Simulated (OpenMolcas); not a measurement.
# Ne III: Slater's ratio, worked from levels

* Program: OpenMolcas
* Basis: ANO-R1 [3s2p1d]
* Scalar Hamiltonian: X2C, finite nucleus
* Active space: 6 electrons in 4 orbitals (2s 2p)
* State averaging: 2S+1 = 3 even, 3 roots; 2S+1 = 1 even, 6 roots; 2S+1 = 3 odd, 3 roots; 2S+1 = 1 odd, 3 roots
* Spin-orbit coupling: RASSI with atomic mean-field integrals over the reference wave functions, term energies averaged over their components

Methods: CASSCF; SS-CASPT2, IPEA 0.25 Eh, imaginary shift 0.1 Eh (closed shells correlated: 1s). Measured levels: Moore, Atomic Energy Levels, vol. I, NSRDS-NBS 35 (1971 reprint of NBS Circular 467, 1949).

**Slater's ratio.** With one set of orbitals, p4 has ¹D - ³P = 6 F2 and ¹S - ¹D = 9 F2 (F2 = F²/25), a ratio of 3/2. Term energies are centres of gravity, weighted by 2J + 1.

| Source | ¹D - ³P | ¹S - ³P | F2 from the first | Ratio |
| --- | --- | --- | --- | --- |
| CASSCF | 27477 | 53046 | 4580 | 0.931 |
| SS-CASPT2 | 26462 | 56377 | 4410 | 1.130 |
| measured | 25521 | 55427 | 4254 | 1.172 |

Energies in cm-1. A ratio away from 3/2 shows effects beyond one configuration with one set of orbitals, and in heavier atoms second-order spin-orbit shifts. In CASSCF the valence s occupation is 1.94 in ¹S against 2.00 in ¹D: mixing out of s² acts most on ¹S and pulls it down.

CASPT2 does not keep the components of a term degenerate, so their means are used; among the terms shown or strongly mixed into the levels shown the widest spread is 54 cm-1 (2s² 2p⁴ ¹D, SS-CASPT2). Measured partners are found by configuration, term and J. A level has none where our copy of the source lacks it or the pairing is in doubt (some pairs that miss far off the trend of their configuration count as doubtful), and it then counts in no deviation. Levels of configurations outside the active space are missing.
